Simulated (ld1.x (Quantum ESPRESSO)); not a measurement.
**Cutoff test, palladium, TM**

- Element: Pd
- Generator: ld1.x (Quantum ESPRESSO) 7.5
- Type: norm-conserving Troullier–Martins (Kleinman–Bylander form)
- Functional: PBEsol
- Relativity: scalar-relativistic
- Frozen core: [Kr]
- Valence charge: 10
- Reference configuration: 4d8.5 5s0 5p0 (charge +1.5)
- Partial waves: 5s (bound, empty): rc 2.00 bohr; 5p (bound, empty): rc 2.95 bohr; 4f channel at -0.05 Ry: rc 2.55 bohr; 4d (bound): rc 1.75 bohr
- Local potential: the d channel
- Core correction: a·sin(br)/r model core inside 1.35 bohr

The pseudo-atom Hamiltonian at the reference potential is diagonalised in spherical Bessel functions j_l(qr) that vanish at 20 bohr, with q² up to the cutoff. All-electron valence levels (Ry): 5s -1.1337, 5p -0.7236, 4d -1.5247.

Question: How do the lowest levels (Ry) of each channel move with the cutoff, and are there ghosts?

Answer:

```tsv
cutoff (Ry)	s #1	s #2	p #1	p #2	p #3	f #1	f #2	d #1	d #2	Σ f·Δε (mRy)
8	-2.6603	-1.1064	-0.7225	-0.2642	-0.1221	-0.1499	-0.0534	-0.6125	-0.2216	7753.1
12	-5.2404	-1.1226	-0.7238	-0.2652	-0.1250	-0.1501	-0.0538	-0.7918	-0.2478	6229.7
21	-7.6401	-1.1326	-1.9625	-0.7236	-0.2628	-0.1502	-0.0542	-1.1815	-0.2840	2917.2
30	-8.0640	-1.1328	-2.7494	-0.7236	-0.2631	-0.1503	-0.0542	-1.3904	-0.2978	1141.4
45	-8.1565	-1.1335	-3.0017	-0.7236	-0.2631	-0.1503	-0.0542	-1.5128	-0.3051	100.9
55	-8.1596	-1.1336	-3.0176	-0.7236	-0.2631	-0.1503	-0.0542	-1.5236	-0.3059	9.2
80	-8.1605	-1.1337	-3.0195	-0.7236	-0.2631	-0.1503	-0.0542	-1.5246	-0.3059	0.9
100	-8.1616	-1.1337	-3.0201	-0.7236	-0.2631	-0.1503	-0.0542	-1.5246	-0.3059	0.3
400	-8.1616	-1.1337	-3.0202	-0.7236	-0.2631	-0.1503	-0.0542	-1.5247	-0.3059	0.0
```

Result: ghost states, extra bound levels that the all-electron valence spectrum of the same l lacks: s at -111.0 eV, p at -41.1 eV (a true bound ghost makes a file unfit for plane-wave use); 10 mRy is reached at 55 Ry and 1 mRy at 80 Ry.

Its largest configuration-test error is -846 meV.
